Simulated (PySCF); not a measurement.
CN6-CP (hexacyanotrimethylenecyclopropane) `N#CC(C#N)=C1C(=C(C#N)C#N)C1=C(C#N)C#N`, neutral singlet in the gas phase. The geometry has D3h symmetry (within 0.05 Å) and had no frequency check at the DFT level, so a distortion to lower symmetry isn't ruled out.

Cartesian coordinates (Å):
SMILES: N#CC(=C1C(=C(C#N)C#N)C1=C(C#N)C#N)C#N
```xyz
18

N     -0.4763    -3.8850    -1.3906
C      0.1232    -2.9012    -1.2462
C      0.8660    -1.6927    -1.0712
C      2.1838    -1.6116    -1.6183
N      3.2541    -1.5502    -2.0644
C      0.3247    -0.6346    -0.4017
C     -0.7561    -0.0542     0.3081
C     -2.0169    -0.1446     0.8212
C     -2.5962     0.9541     1.5282
N     -3.0709     1.8442     2.1032
C     -2.7825    -1.3414     0.6660
N     -3.4084    -2.3115     0.5421
C      0.4317     0.6888     0.0941
C      1.1513     1.8371     0.2508
C      2.4729     1.9470    -0.2819
N      3.5469     2.0409    -0.7131
C      0.5988     2.9531     0.9523
N      0.1542     3.8622     1.5214
```
Charge 0, multiplicity 1.

All levels are single points at this geometry (B3LYP-D3(BJ)/def2-SVP); Pople sets use spherical d functions. Orbital energies aren't observables, and empty levels follow the basis.

```csv
level,HOMO (eV),LUMO (eV),gap (eV),dipole (D),"vertical IE, Delta-SCF (eV)"
B3LYP-D3(BJ)/def2-SVP in PySCF,-8.87,-6.10,2.77,0.00,–
CAM-B3LYP-D3(BJ)/def2-SVP in PySCF,-10.22,-5.27,4.95,0.00,–
B3LYP/6-311+G** in PySCF,-9.05,-6.30,2.75,0.00,–
M06-2X/6-31G* in PySCF,-10.02,-5.44,4.58,0.00,–
PBE/6-31G* in PySCF,-7.93,-6.25,1.68,0.00,–
SVWN5/6-31G* in PySCF,-8.16,-6.49,1.67,0.00,–
```
